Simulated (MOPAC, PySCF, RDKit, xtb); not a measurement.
Dimer: HBr (SMILES Br) (first 2 atoms) with CH6Si (SMILES C[SiH3]); geometry from B3LYP-D3(BJ)/def2-TZVP, rigid monomers moved along the line of their centres of mass till H2···H9 is 1.75 Å.
(charge 0, multiplicity 1):
```xyz
10

Br    -1.429     0.061    -0.171
H     -0.303    -0.166     0.681
C     -1.048     0.462     3.571
Si     0.718    -0.099     3.309
H     -1.232     0.673     4.626
H     -1.754    -0.306     3.250
H     -1.259     1.368     3.001
H      1.684     0.947     3.720
H      0.960    -0.386     1.867
H      1.007    -1.343     4.061
```

Monomers are frozen at their geometry in the pair; levels with a basis set take the counterpoise correction. Rows marked so take none. RDKit's UFF carries no charges.

Rows in 3-21G carry no dispersion term and start afresh at each structure; the Pople sets are all-electron and without relativity. The state reached by PM3 isn't checked.

The values were computed with MOPAC for PM3 (differences of heats of formation); PySCF for 3-21G rows; RDKit for the force fields; xtb for the GFN methods. Each number belongs to the level named beside it.

One of these levels gives 1.36 kcal/mol for the interaction energy. Name it.
(A) UFF
(B) PM3
(C) HF/3-21G (no counterpoise)
(D) GFN-FF

C, HF/3-21G (no counterpoise). The others give 16.43 (UFF), 0.59 (GFN-FF), -7.20 (PM3)
